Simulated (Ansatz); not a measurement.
Basis sets compared for MgI₂. Total charge 0; singlet. Geometry r2SCAN-D4/def2-TZVP. Ansatz on 4 threads of Arm Neoverse V1 on a shared host; times are rough, and most runs start from earlier orbitals.

| atom | x (Å) | y (Å) | z (Å) |
| --- | --- | --- | --- |
| Mg1 | 0.0006 | 0.0018 | -0.0017 |
| I2 | 2.3905 | -0.0929 | 0.8227 |
| I3 | -2.3911 | 0.0911 | -0.8210 |

In the def2 sets I takes a core potential; there is no spin–orbit coupling.

Binding counts from free atoms (Mg singlet, I doublet) in the same basis, without a counterpoise term.

| level | functions | energy (Eh) | HOMO (eV) | LUMO (eV) | binding per atom (eV) | wall time |
| --- | --- | --- | --- | --- | --- | --- |
| PBE-D4/def2-SVP | 70 | -795.4008 | -6.57 | -2.52 | 1.97 | 0.55 s |
| PBE0-D4/def2-SVP | 70 | -795.4765 | -7.72 | -1.87 | 1.98 | 0.9 s |

Problem. Estimate the rows for PBE-D4/def2-TZVP, PBE0-D4/def2-TZVP (with forces).

Solution. 
```csv
level,functions,energy (Eh),HOMO (eV),LUMO (eV),binding per atom (eV),wall time
PBE-D4/def2-TZVP,132,-795.4909,-6.65,-2.61,1.97,0.95 s
PBE0-D4/def2-TZVP (with forces),132,-795.5657,-7.76,-1.92,1.98,1.7 s
```
